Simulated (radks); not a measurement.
Task: The mean radii <r> (bohr) of the occupied orbitals of an atom or ion are listed with their occupations. Calculated with a radial shooting solver on a logarithmic mesh with Libxc functionals: scalar-relativistic Kohn-Sham, BLYP, spin-polarised, spherical densities, finite nucleus; Fermi nuclear charge, rms radius of each element as measured or else 0.836 A^(1/3) + 0.57 fm.

orbital  occ.      <r>
1s up       1  0.03916
1s down     1  0.03916
2s up       1   0.1725
2s down     1   0.1725
2p up       3   0.1504
2p down     3   0.1504
3s up       1   0.4923
3s down     1   0.4922
3p up       3   0.4987
3p down     3   0.4986
3d up       5   0.4984
3d down     5   0.4984
4s up       1    1.355
4s down     1    1.354
4p up       3    1.566
4p down     3    1.561
5s up       1    3.845

Name the element and its charge. Open shells, if any, are filled with parallel spins first.

Result: Z = 38, strontium, charge +1: Sr+ in [Kr] 5s1. The 1s radius gives Z: for a bare nucleus <r> = (2 gamma + 1)/(2Z) with gamma = sqrt(1 - (Z/c)^2), 0.03844 bohr for Z = 38, and screening makes it slightly larger (0.03916 here). The occupations add up to 37, and the charge is Z minus that.
